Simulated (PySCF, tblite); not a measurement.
Isomers of C4H12N2Si, one GFN2-xTB conformer each. Single-point energies are computed at PBE0/pcSseg-1 (PySCF, gas phase, no added dispersion term), electronic only.

Question: Rank them by PBE0/pcSseg-1 energy, lowest first (kcal/mol).
A. `[CH2:1]=[CH:2][CH2:3][CH2:4][SiH:5]([NH2:6])[NH2:7]` with C1–C2–C3–C4 124°, C2–C3–C4–Si5 -65°, C3–C4–Si5–N6 -58°, C4–Si5–N6–H -53° and 172°, C4–Si5–N7–H -68° and 64°
B. `[CH3:1][N:2]1[CH2:3][CH2:4][CH2:5][N:6]1[SiH3:7]` with C1–N2–C3–C4 85°, N2–C3–C4–C5 21°, C3–C4–C5–N6 3°, C4–C5–N6–Si7 170°

Answer: A (0.0), B (49.6).

As drawn, the lower has an N–H bond, an Si–C bond and a C=C bond outside aromatic rings, which the higher lacks; the higher has an N–N linkage, which the lower lacks. GFN2-xTB itself gives, in the same order: 13.4, 0.0. GFN2-xTB puts CN1CCCN1[SiH3] lowest instead.

Question: Which frontier levels, dipoles and rotational constants go with these structures?

Answer: 
| SMILES | HOMO (eV, PBE0/pcSseg-1) | LUMO (eV) | dipole (D) | A, B, C (MHz) |
| --- | --- | --- | --- | --- |
| C=CCC[SiH](N)N | -6.71 | 0.39 | 0.48 | 2810, 1516, 1310 |
| CN1CCCN1[SiH3] | -5.82 | 0.79 | 1.76 | 3487, 1762, 1407 |

Question: What happens when harmonic zero-point energies from GFN2-xTB frequencies are added?

Answer: 
```
        SMILES  ZPE (kcal/mol)  electronic (kcal/mol)  with ZPE (kcal/mol)
C=CCC[SiH](N)N            98.5                    0.0                  0.0
CN1CCCN1[SiH3]            97.8                   49.6                 48.9
```

The zero-point energies span 0.7 kcal/mol. The order is unchanged.
